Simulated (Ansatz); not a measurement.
Reaction (formal hydrolysis of the Al–C bond): `C[BH][Al]([CH3])[F]` + H₂O → `C[BH][Al]([OH])[F]` + CH₄

Calculated with Ansatz (gas phase, PBE0-D4/def2-TZVP geometries, no zero-point term in ΔE). CCSD(T)/CBS is the MP2 limit (def2-TZVPP, def2-QZVPP) plus CCSD(T) − MP2 in def2-TZVPP, frozen cores. This one scheme is used for every species. Functionals use def2-TZVPP. HSE06 is defined as in plane-wave codes. One conformer a species, not always the lowest.

Task: Is it downhill or uphill in electronic energy at CCSD(T)/CBS, and by how much? (Best estimate.)

Result: Computed: Downhill: ΔE = -35.4 kcal/mol.

Task: What do these levels give: HSE06-D4, PBE, revPBE, BLYP, BHLYP, HF/def2-SVP, MP2/def2-SVP, CCSD(T)/def2-SVP, SCS-MP2/def2-TZVPP, CCSD(T)/def2-TZVPP, SCS-MP2/def2-QZVPP, HF/CBS(def2)? (Estimate.)

Result: Computed: HSE06-D4 -34.0, PBE -34.2, revPBE -33.9, BLYP -37.1, BHLYP -37.8, HF/def2-SVP -38.3, MP2/def2-SVP -38.6, CCSD(T)/def2-SVP -37.8, SCS-MP2/def2-TZVPP -37.5, CCSD(T)/def2-TZVPP -36.3, SCS-MP2/def2-QZVPP -37.0, HF/CBS(def2) -38.5 kcal/mol.

Largest T1 diagnostic among the species: 0.012.

From BLYP to BHLYP (50 % exact exchange), in def2-TZVPP and without D4, ΔE moves by −0.7 kcal/mol. Leaving LDA and LC-ωPBE aside and taking each functional with its dispersion term where it has one, the values, not all of them listed here, spread over 3.7 kcal/mol, from BHLYP-D4 to revPBE-D4.
